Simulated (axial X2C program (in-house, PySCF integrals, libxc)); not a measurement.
Values are calculated unless marked as measured or tabulated.
**SnC⁻: input and output**

Program: an axial X2C code built on PySCF integrals.

Input:
```json
{"zs": [50, 6], "q": -1, "bas": ["dyall-acv3z", "dyall-av3z"], "levels": ["PBE0", "HF", "PBE50"], "cc": true, "r0": 1.97, "thr": -1.0, "nmax": 90, "npts": 10, "nst": 2, "ntry": 6}
```
```bash
python so2c.py task.json out
```

Keys: zs atomic numbers; q charge; bas basis sets; levels methods; cc coupled cluster on or off; r0 starting distance in Å; thr threshold in hartree for freezing inner shells (an s shell follows its p shell); nmax most natural virtual spinors; npts points on the curve; nst determinants followed; ntry starts of the search. HF also brings MP2.

Output of the HF step, without spin–orbit coupling, at R = 1.972 Å for the state M_S = 1/2, Λ = 0. It starts from PBE0 orbitals of this distance.

```
spin-free X2C-1e  HF
basis functions 203  fitting functions 1027  grid points 5078
iter        total energy     max residual
   1      -6211.580555493     3.31e-01
   2      -6211.613988752     1.84e-02
   3      -6211.626101831     9.13e-02
   4      -6211.634586330     9.90e-02
   5      -6211.639213822     3.22e-02
   6      -6211.640564881     8.70e-03
   7      -6211.640636409     3.73e-03
   8      -6211.640656079     5.12e-04
   9      -6211.640660280     9.21e-04
  10      -6211.640662045     3.94e-04
  11      -6211.640662551     5.26e-05
  12      -6211.640662609     6.10e-05
  13      -6211.640662617     1.73e-05
  14      -6211.640662618     2.49e-06
converged
one-electron -8714.93128511  Coulomb 2592.16102651  exact exchange -169.37403651  xc functional 0.00000000  nuclear repulsion 80.50363249
correlated 9  virtual 293  natural virtual 90  E(MP2) -0.167997541  MP2 remainder -0.007199538
iter   CCSD correlation   residual
   1     -0.178254020   1.43e-01
   2     -0.187797794   8.45e-02
   3     -0.193737340   6.09e-02
   4     -0.200028003   4.39e-02
   5     -0.202702513   2.21e-02
   6     -0.203262316   9.81e-03
   7     -0.203466584   5.18e-03
   8     -0.203393304   2.54e-03
   9     -0.203432000   1.33e-03
  10     -0.203425531   5.74e-04
  11     -0.203433460   2.27e-04
  12     -0.203434238   9.02e-05
  13     -0.203438332   4.73e-05
  14     -0.203440878   2.19e-05
  15     -0.203442225   9.97e-06
  16     -0.203442448   3.58e-06
  17     -0.203442381   1.63e-06
  18     -0.203442319   9.32e-07
  19     -0.203442294   3.97e-07
  20     -0.203442294   1.63e-07
(T) -0.014234165  T1 0.1332  D1 0.2133  max T2 0.087
```
Energies are in hartree; totals compare only within one Hamiltonian and basis. T1 is large, a sign of multireference character or of a spin-contaminated reference. T1 in the output is the amplitude norm over the root of the electron number; divide by √2 for the Lee–Taylor value. The determinant is spin-polarised beyond a pure state at some levels (its spin-free form has ⟨S²⟩ too high), which makes Re and μ there less reliable.
